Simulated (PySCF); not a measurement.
C$_{4}$H$_{8}$O, charge +1, doublet, at a GFN2-xTB geometry (a state made from the parent by changing its charge; the spin is typed, not shown lowest); MP2/pcseg-0 (PySCF).

The PySCF input:
```python
from pyscf import gto, scf, mp

mol = gto.Mole()
mol.atom = '''
    C    -0.17354329    1.24415491   -0.15933187
    C     1.06367530    0.54031798    0.42435446
    C     0.81255235   -0.91608096    0.05424793
    O    -0.53703760   -1.07661452   -0.15989436
    C    -1.20717736    0.12496501   -0.17174122
    H    -0.48637784    2.10354056    0.42796667
    H     0.01051107    1.58739492   -1.18036552
    H     1.99710065    0.92504830    0.02182691
    H     1.10209841    0.64308487    1.51162721
    H     1.14579578   -1.66731876    0.79117889
    H     1.34548015   -1.21940674   -0.87276493
    H    -1.87761105    0.15262882    0.71433145
    H    -1.91373835    0.12780251   -1.01982151
'''
mol.basis = 'pcseg-0'
mol.charge = 1
mol.spin = 1
mol.verbose = 4
mol.build()

mf = scf.UHF(mol)
mf.kernel()

pt = mp.MP2(mf, frozen=5)
pt.kernel()
print('E(MP2) = %.10f' % pt.e_tot)
```

What the program printed (banner, timings and long lists left out):

```
PySCF version 2.14.0

[INPUT] verbose = 4
[INPUT] num. atoms = 13
[INPUT] num. electrons = 39
[INPUT] charge = 1
[INPUT] spin (= nelec alpha-beta = 2S) = 1
[INPUT] symmetry False subgroup None
[INPUT] Mole.unit = angstrom
[INPUT] Symbol           X                Y                Z      unit          X                Y                Z       unit  Magmom
[INPUT]  1 C     -0.173543290000   1.244154910000  -0.159331870000 AA   -0.327949288856   2.351112036433  -0.301093597215 Bohr   0.0
[INPUT]  2 C      1.063675300000   0.540317980000   0.424354460000 AA    2.010055002465   1.021053002378   0.801913709138 Bohr   0.0
[INPUT]  3 C      0.812552350000  -0.916080960000   0.054247930000 AA    1.535501403372  -1.731142122329   0.102513730525 Bohr   0.0
[INPUT]  4 O     -0.537037600000  -1.076614520000  -0.159894360000 AA   -1.014853982594  -2.034506584530  -0.302156549263 Bohr   0.0
[INPUT]  5 C     -1.207177360000   0.124965010000  -0.171741220000 AA   -2.281234594175   0.236149644054  -0.324543870099 Bohr   0.0
[INPUT]  6 H     -0.486377840000   2.103540560000   0.427966670000 AA   -0.919120910658   3.975115550314   0.808739796742 Bohr   0.0
[INPUT]  7 H      0.010511070000   1.587394920000  -1.180365520000 AA    0.019863043576   2.999741650326  -2.230567559680 Bohr   0.0
[INPUT]  8 H      1.997100650000   0.925048300000   0.021826910000 AA    3.773973271691   1.748087938994   0.041246882046 Bohr   0.0
[INPUT]  9 H      1.102098410000   0.643084870000   1.511627210000 AA    2.082664157219   1.215254279152   2.856561429340 Bohr   0.0
[INPUT] 10 H      1.145795780000  -1.667318760000   0.791178890000 AA    2.165240218882  -3.150775818749   1.495111417637 Bohr   0.0
[INPUT] 11 H      1.345480150000  -1.219406740000  -0.872764930000 AA    2.542588989539  -2.304344773049  -1.649286688825 Bohr   0.0
[INPUT] 12 H     -1.877611050000   0.152628820000   0.714331450000 AA   -3.548170652957   0.288426668516   1.349890802663 Bohr   0.0
[INPUT] 13 H     -1.913738350000   0.127802510000  -1.019821510000 AA   -3.616441355577   0.241511741932  -1.927183349840 Bohr   0.0

nuclear repulsion = 192.281140012004
number of shells = 18
number of NR pGTOs = 99
number of NR cGTOs = 61
basis = pcseg-0
ecp = {}

******** <class 'pyscf.scf.uhf.UHF'> ********
method = UHF
initial guess = minao
damping factor = 0
level_shift factor = 0
DIIS = <class 'pyscf.scf.diis.CDIIS'>
diis_start_cycle = 1
diis_space = 8
diis_damp = 0
SCF conv_tol = 1e-09
SCF conv_tol_grad = None
SCF max_cycles = 50
direct_scf = True
direct_scf_tol = 1e-13
number electrons alpha = 20  beta = 19
Set gradient conv threshold to 3.16228e-05
init E= -231.483986905743

cycle= 1 E= -229.81402820169  delta_E= 1.67  |g|= 0.416  |ddm|= 2.31
cycle= 2 E= -229.934068184853  delta_E= -0.12  |g|= 0.198  |ddm|= 0.84
cycle= 3 E= -229.956902880191  delta_E= -0.0228  |g|= 0.0633  |ddm|= 0.202
cycle= 4 E= -229.966367531499  delta_E= -0.00946  |g|= 0.0458  |ddm|= 0.148
cycle= 5 E= -229.969749019607  delta_E= -0.00338  |g|= 0.0237  |ddm|= 0.0801
cycle= 6 E= -229.971750632533  delta_E= -0.002  |g|= 0.00517  |ddm|= 0.0942
cycle= 7 E= -229.971796351042  delta_E= -4.57e-05  |g|= 0.00249  |ddm|= 0.013
cycle= 8 E= -229.971803178715  delta_E= -6.83e-06  |g|= 0.00104  |ddm|= 0.00805
cycle= 9 E= -229.971804395216  delta_E= -1.22e-06  |g|= 0.000397  |ddm|= 0.00321
cycle= 10 E= -229.971804616643  delta_E= -2.21e-07  |g|= 0.000137  |ddm|= 0.00136
cycle= 11 E= -229.97180463851  delta_E= -2.19e-08  |g|= 4.93e-05  |ddm|= 0.000395
cycle= 12 E= -229.971804642442  delta_E= -3.93e-09  |g|= 1.81e-05  |ddm|= 0.000115
cycle= 13 E= -229.971804643043  delta_E= -6.01e-10  |g|= 3.67e-06  |ddm|= 5.83e-05
Extra cycle  E= -229.971804643063  delta_E= -1.98e-11  |g|= 2.22e-06  |ddm|= 7.02e-06
converged SCF energy = -229.971804643063  <S^2> = 0.76164485  2S+1 = 2.0116111

******** <class 'pyscf.mp.ump2.UMP2'> ********
nocc = (np.int64(15), np.int64(14)), nmo = (56, 56)
frozen orbitals 5
E(UMP2) = -230.426462103889  E_corr = -0.454657460826311
E(SCS-UMP2) = -230.425721916002  E_corr = -0.453917272938905
E_corr(same-spin) = -0.105775015445387
E_corr(oppo-spin) = -0.348882445380924
E(MP2) = -230.4264621039
```
